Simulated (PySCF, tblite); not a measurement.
C6H11ClO2.
Numbering: `[CH3:1][O:2][CH2:3][C:4]([CH3:5])([CH3:6])[C:7](=[O:8])[Cl:9]` (hydrogens: H10, H11, H12 on C1; H13, H14 on C3; H15, H16, H17 on C5; H18, H19, H20 on C6)

Cartesian coordinates in Å at the GFN2-xTB level; atoms count from 1:
```xyz
20
C6H11ClO2 angstrom
C      2.8202    0.1386    0.4710
O      1.5067   -0.3429    0.3603
C      0.5977    0.6451   -0.0592
C     -0.8086    0.0267   -0.1523
C     -1.2391   -0.4924    1.2242
C     -0.8069   -1.1149   -1.1752
C     -1.7513    1.1099   -0.6028
O     -1.4976    2.2419   -0.8492
Cl    -3.4206    0.5540   -0.7616
H      2.8868    0.9484    1.2079
H      3.1907    0.5101   -0.4924
H      3.4321   -0.7001    0.7965
H      0.8926    1.0453   -1.0413
H      0.5875    1.4839    0.6535
H     -2.2086   -0.9785    1.1652
H     -1.2959    0.3238    1.9413
H     -0.4974   -1.2082    1.5669
H     -1.7794   -1.5970   -1.2140
H     -0.5575   -0.7417   -2.1661
H     -0.0567   -1.8411   -0.8758
```

Computed with PBE0/pcSseg-1 in PySCF (dipole) on a GFN2-xTB geometry, gas phase.

Take the most abundant isotopes and a rigid rotor. The values belong to one conformer with, in the numbering `[CH3:1][O:2][CH2:3][C:4]([CH3:5])([CH3:6])[C:7](=[O:8])[Cl:9]`, C1–O2–C3–C4 180°, O2–C3–C4–C5 61°, C3–C4–C7–O8 0°.

Task: What are A, B and C (cm⁻¹)?

Result: Ia = 176.82, Ib = 676.31, Ic = 739.18 u·Å²; 505379 MHz·u·Å²/I gives 2858, 747.3 and 683.7 MHz, that is A = 0.09534, B = 0.02493, C = 0.02281 cm⁻¹.

Task: What kind of rotor is it?

Result: A near-prolate asymmetric top. Ray's parameter κ = (2B − A − C)/(A − C) = -0.942; −1 is the prolate and +1 the oblate limit.

Task: Is it planar, by Δ = Ic − Ia − Ib?

Result: Not planar: Δ = Ic − Ia − Ib = -113.95 u·Å². For a rigid frame Δ = −2 Σ m c², so Σ m c² = 56.97 u·Å² lies off the ab plane: 18.98 from hydrogen and 37.99 from heavier atoms. The atom farthest from that plane is 2.15 Å away.

Task: Give the other two planar moments, Paa and Pbb, and the rms extents of the mass along the axes.

Result: Paa = Σ m a² = (Ib + Ic − Ia)/2 = 619.33 and Pbb = Σ m b² = (Ia + Ic − Ib)/2 = 119.85 u·Å². With the mass M = 150.04 u, the rms extents √(P/M) along a, b and c are 2.03, 0.89, 0.62 Å.

Task: Predict some low-J microwave lines.

Result: The dipole components are |μa| = 2.55 D, |μb| = 1.00 D, |μc| = 0.00 D; the mirror of this Cs structure is the ab plane, so μc vanishes by symmetry and there are no c-type lines. The squared components, which scale the intensities, stand as 1.00 : 0.15 (a : b). Some lines, for components of 0.1 D or more:

```json
{"type": "b", "branch": "R", "J(Ka,Kc)": "2(0,2) ← 1(1,1)", "MHz": "750", "lower level (cm⁻¹)": "0.118"}
{"type": "a", "branch": "R", "J(Ka,Kc)": "2(1,2) ← 1(1,1)", "MHz": "2798", "lower level (cm⁻¹)": "0.118"}
{"type": "a", "branch": "R", "J(Ka,Kc)": "3(1,3) ← 2(1,2)", "MHz": "4197", "lower level (cm⁻¹)": "0.211"}
{"type": "a", "branch": "R", "J(Ka,Kc)": "3(2,2) ← 2(2,1)", "MHz": "4293", "lower level (cm⁻¹)": "0.429"}
{"type": "a", "branch": "R", "J(Ka,Kc)": "3(1,2) ← 2(1,1)", "MHz": "4387", "lower level (cm⁻¹)": "0.218"}
{"type": "a", "branch": "R", "J(Ka,Kc)": "4(1,4) ← 3(1,3)", "MHz": "5594", "lower level (cm⁻¹)": "0.351"}
{"type": "a", "branch": "R", "J(Ka,Kc)": "4(3,2) ← 3(3,1)", "MHz": "5727", "lower level (cm⁻¹)": "0.930"}
{"type": "b", "branch": "Q", "J(Ka,Kc)": "4(2,2) ← 4(1,3)", "MHz": "6134", "lower level (cm⁻¹)": "0.559"}
{"type": "b", "branch": "Q", "J(Ka,Kc)": "2(2,0) ← 2(1,1)", "MHz": "6334", "lower level (cm⁻¹)": "0.218"}
{"type": "b", "branch": "Q", "J(Ka,Kc)": "3(3,1) ← 3(2,2)", "MHz": "10714", "lower level (cm⁻¹)": "0.572"}
{"type": "b", "branch": "Q", "J(Ka,Kc)": "4(3,2) ← 4(2,3)", "MHz": "10718", "lower level (cm⁻¹)": "0.763"}
{"type": "b", "branch": "R", "J(Ka,Kc)": "4(3,2) ← 3(2,1)", "MHz": "16434", "lower level (cm⁻¹)": "0.573"}
{"type": "b", "branch": "R", "J(Ka,Kc)": "4(3,1) ← 3(2,2)", "MHz": "16441", "lower level (cm⁻¹)": "0.572"}
```

Task: Estimate the classical rotational partition function at 10 K, 100 K and 500 K.

Result: Point group Cs, symmetry number σ = 1; q = (√π/σ)·√((kT/h)³/(ABC)), k/h = 20836.6 MHz/K: 4410 at 10 K, 140000 at 100 K, 1560000 at 500 K.

Its GFN2-xTB frequencies are all real (lowest 39 cm⁻¹). Zero-point vibration and centrifugal distortion are left out. A rigid rotor knows nothing of internal rotation, which can split or shift real lines. Quadrupole hyperfine structure (35Cl) is left out.

The run took 50 s wall on an Arm Neoverse V1 with one thread, shared host with 32 logical CPUs at a one-minute load of 28, and the process peaked at 1.0 GiB of memory. This is the PBE0/pcSseg-1 job that gave the dipole, with the shieldings it also computed.
